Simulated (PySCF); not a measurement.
Isomers of C6H12F3P, mass 172.063 u with the commonest isotopes. Method: PBE0/pcSseg-1 in PySCF (dipole) on a GFN2-xTB geometry, gas phase. One conformer each, none proved a minimum here; rigid rotors.

Task: Order these by rotational constant C, largest first.
A. `[CH3:1][CH2:2][CH2:3][PH:4][CH2:5][CH2:6][C:7]([F:8])([F:9])[F:10]` with C1–C2–C3–P4 180°, C2–C3–P4–C5 -165°, C3–P4–C5–C6 -174°, P4–C5–C6–C7 -61°
B. `[CH3:1][CH2:2][P:3]([CH2:4][CH3:5])[CH2:6][C:7]([F:8])([F:9])[F:10]` with C1–C2–P3–C4 85°, C2–P3–C4–C5 -178°, C2–P3–C6–C7 94°
C. `[CH3:1][C:2]([CH3:3])([CH3:4])[PH:5][CH2:6][C:7]([F:8])([F:9])[F:10]` with C2–P5–C6–C7 -171°
D. `[CH3:1][CH:2]([CH3:3])[CH2:4][PH:5][CH2:6][C:7]([F:8])([F:9])[F:10]` with C1–C2–C4–P5 176°, C2–C4–P5–C6 179°, C4–P5–C6–C7 82°
E. `[CH3:1][CH2:2][P:3]([CH:4]([CH3:5])[CH3:6])[C:7]([F:8])([F:9])[F:10]` with C1–C2–P3–C4 172°, C2–P3–C4–C5 159°

Result: E (679.1 MHz), B (550.9 MHz), C (535.7 MHz), D (464.7 MHz), A (403.6 MHz).

Task: Order these by out-of-plane moment Σ m c² = (Ia + Ib − Ic)/2, smallest first.
A. `[CH3:1][CH2:2][P:3]([CH2:4][CH3:5])[CH2:6][C:7]([F:8])([F:9])[F:10]` with C1–C2–P3–C4 85°, C2–P3–C4–C5 -178°, C2–P3–C6–C7 94°
B. `[CH3:1][CH:2]([CH3:3])[CH2:4][PH:5][CH2:6][C:7]([F:8])([F:9])[F:10]` with C1–C2–C4–P5 176°, C2–C4–P5–C6 179°, C4–P5–C6–C7 82°
C. `[CH3:1][CH2:2][P:3]([CH:4]([CH3:5])[CH3:6])[C:7]([F:8])([F:9])[F:10]` with C1–C2–P3–C4 172°, C2–P3–C4–C5 159°
D. `[CH3:1][C:2]([CH3:3])([CH3:4])[PH:5][CH2:6][C:7]([F:8])([F:9])[F:10]` with C2–P5–C6–C7 -171°
E. `[CH3:1][CH2:2][CH2:3][PH:4][CH2:5][CH2:6][C:7]([F:8])([F:9])[F:10]` with C1–C2–C3–P4 180°, C2–C3–P4–C5 -165°, C3–P4–C5–C6 -174°, P4–C5–C6–C7 -61°

Result: B (58.46 u·Å²), A (65.26 u·Å²), C (67.92 u·Å²), E (68.53 u·Å²), D (102.79 u·Å²).

Task: Order these by rotational constant B, smallest first.
A. `[CH3:1][CH2:2][CH2:3][PH:4][CH2:5][CH2:6][C:7]([F:8])([F:9])[F:10]` with C1–C2–C3–P4 180°, C2–C3–P4–C5 -165°, C3–P4–C5–C6 -174°, P4–C5–C6–C7 -61°
B. `[CH3:1][CH:2]([CH3:3])[CH2:4][PH:5][CH2:6][C:7]([F:8])([F:9])[F:10]` with C1–C2–C4–P5 176°, C2–C4–P5–C6 179°, C4–P5–C6–C7 82°
C. `[CH3:1][C:2]([CH3:3])([CH3:4])[PH:5][CH2:6][C:7]([F:8])([F:9])[F:10]` with C2–P5–C6–C7 -171°
D. `[CH3:1][CH2:2][P:3]([CH:4]([CH3:5])[CH3:6])[C:7]([F:8])([F:9])[F:10]` with C1–C2–P3–C4 172°, C2–P3–C4–C5 159°
E. `[CH3:1][CH2:2][P:3]([CH2:4][CH3:5])[CH2:6][C:7]([F:8])([F:9])[F:10]` with C1–C2–P3–C4 85°, C2–P3–C4–C5 -178°, C2–P3–C6–C7 94°

Result: A (411.5 MHz), B (512.6 MHz), C (544.4 MHz), E (724.4 MHz), D (1045 MHz).

```tsv
SMILES	point group	Ia (u·Å²)	Ib (u·Å²)	Ic (u·Å²)	κ	μa (D)	μb (D)	μc (D)
CCP(CC)CC(F)(F)F	C1	350.27	697.67	917.42	-0.61	2.70	0.51	1.89
CCCPCCC(F)(F)F	C1	161.19	1228.07	1252.20	-0.99	1.58	2.31	0.31
CCP(C(C)C)C(F)(F)F	C1	396.15	483.83	744.15	0.23	1.81	1.63	0.85
CC(C)(C)PCC(F)(F)F	C1	220.75	928.29	943.46	-0.99	3.02	1.69	0.23
CC(C)CPCC(F)(F)F	C1	218.54	985.90	1087.53	-0.95	1.93	0.61	1.83
```
